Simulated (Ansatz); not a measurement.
Reaction (redistribution): `NB(F)[O][GeH3]` + `ClC1O[SiH2]O1` → `NB(Cl)[O][GeH3]` + `FC1O[SiH2]O1`

Calculated with Ansatz (gas phase, PBE0-D4/def2-TZVP geometries, no zero-point term in ΔE). CCSD(T)/CBS is the MP2 limit (def2-TZVPP, def2-QZVPP) plus CCSD(T) − MP2 in def2-TZVPP, frozen cores. DFT in def2-TZVPP. For Ge outer-core shells are correlated without core-valence functions, which leaves a few kJ/mol of doubt a bond. Scalar relativity is left out up to krypton. One conformer a species, not always the lowest.

Is it downhill or uphill in electronic energy at CCSD(T)/CBS, and by how much? (Estimate.)

Computed: Uphill: ΔE = +9.2 kcal/mol.

What do these levels give: PBE0-D4, ωB97X-V, ωB97M-V, PBE, r2SCAN, SCS-MP2/def2-TZVPP, CCSD/def2-TZVPP, CCSD(T)/def2-TZVPP, HF/def2-QZVPP, MP2/def2-QZVPP, HF/CBS(def2), CCSD/CBS(def2)? (An estimate is asked.)

Ansatz gave: PBE0-D4 8.0, ωB97X-V 7.9, ωB97M-V 8.5, PBE 8.4, r2SCAN 8.6, SCS-MP2/def2-TZVPP 9.4, CCSD/def2-TZVPP 8.8, CCSD(T)/def2-TZVPP 8.8, HF/def2-QZVPP 8.3, MP2/def2-QZVPP 9.4, HF/CBS(def2) 8.3, CCSD/CBS(def2) 9.1 kcal/mol.

Largest T1 diagnostic among the species: 0.013.
